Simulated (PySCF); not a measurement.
# Spinor energies of Cl⁺ (chlorine, charge +1)

Start: [Ne] 3s2 3p4; 3p1/2 filled at m_j = +1/2; 3p3/2 filled at m_j = -1/2, +1/2, +3/2. Calculated with PySCF 2.14 in x2c-TZVPall-2c with one added diffuse shell each of s, p type (6s7p2d1f, 44 functions): generalised Hartree-Fock with the X2C-1e Hamiltonian and a Gaussian nucleus; one run each with spin-orbit coupling (SO) switched off, then screened by Boettger's factors. This is a chosen level, not necessarily the ground level.

```csv
spinor shell,electrons,"ε, spin-free (eV)","ε, screened SO (eV)",weight of nominal j (screened SO),"rms radius, screened SO (bohr)"
1s1/2,2,-2877.1,-2877.1,1.000,0.105
2s1/2,2,-303.19,-303.17,1.000,0.478
2p1/2,2,-232.38,-233.88,0.938,0.449
3s1/2,2,-40.221,-40.214,0.999,1.62
3p3/2,3,-25.586,-26.335,0.652,1.84
3p1/2,1,-25.586,-23.363,0.662,1.90
```

Task: Where does 2p3/2 lie, and what is the 2p spin-orbit splitting (screened SO)?

Result: At -231.60 eV, 2.272 eV above 2p1/2.

| quantity | spin-free | screened SO |
| --- | --- | --- |
| E (hartree) | -460.45062 | -460.45337 |
| M_J | 2 | 2 |
| ⟨J²⟩ | 6.013 | 6.015 |
| ⟨L²⟩ | 2.009 | 2.017 |
| ⟨S²⟩ | 2.004 | 2.000 |

Each row is a mean over spinors that exchange with the open shell spreads, by up to 6.975 eV (3s1/2).

Rows whose weight is well below 1 are mixtures of j = l ± 1/2: exchange outweighs spin-orbit coupling there, and the label is only the starting occupation.

Without spin-orbit coupling the j labels of p, d and f shells carry no meaning; the spin-free column gives the mean over the occupied spinors of each nl shell.
